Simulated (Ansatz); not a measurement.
FK, triplet, at the geometry of the source list (a higher spin typed on purpose: for a closed-shell molecule this is an excited state); SVWN5/6-311G** (Ansatz, an electronic-structure program).

Input for Ansatz:
Ansatz 0.2 input:
```yaml
crystal:
  periodic: [false, false, false]
  atoms:
    - {symbol: K, position_ang: [-0.53980000, -0.44520000, -0.72920000]}
    - {symbol: F, position_ang: [0.53980000, 0.44520000, 0.72920000]}
basis:
  gaussian:
    orbitals: 6-311G__.json
hamiltonian:
  xc: {name: SVWN5}
magnetization: {spin_polarized: true, initial_magnetization: 2}
```
The basis file holds 6-311G** in the JSON format of the Basis Set Exchange.

Task: What does Ansatz print? Leave out banner, timings and long lists.

Result: 
```
Functional definition: SVWN5
547 factors; their error is unknown
mean field evaluation 1: about -18973.3147 eV, gradient 6.7e0 eV
mean field evaluation 2: about -18973.3569 eV, gradient 5.2e0 eV
mean field evaluation 4: about -18973.4219 eV, gradient 5.1e-1 eV
mean field evaluation 8: about -18973.4161 eV, gradient 7.7e-3 eV
mean field evaluation 16: about -18973.4161 eV, gradient 4.6e-6 eV
mean field evaluation 32: about -18973.0605 eV, gradient 7.9e-1 eV
mean field -18973.41614561 eV, -697.2601827078 hartree, gradient 4.6e-6 eV, S^2 2.000927; 4 other end points of the search recorded, 0 dependent functions left out
reference -18973.41618205 eV, -697.2601840471 hartree; 15, 13 occupied and 42, 44 virtual orbitals, 547 factors
Total energy: -18973.41618205 eV, -697.2601840471 hartree
```
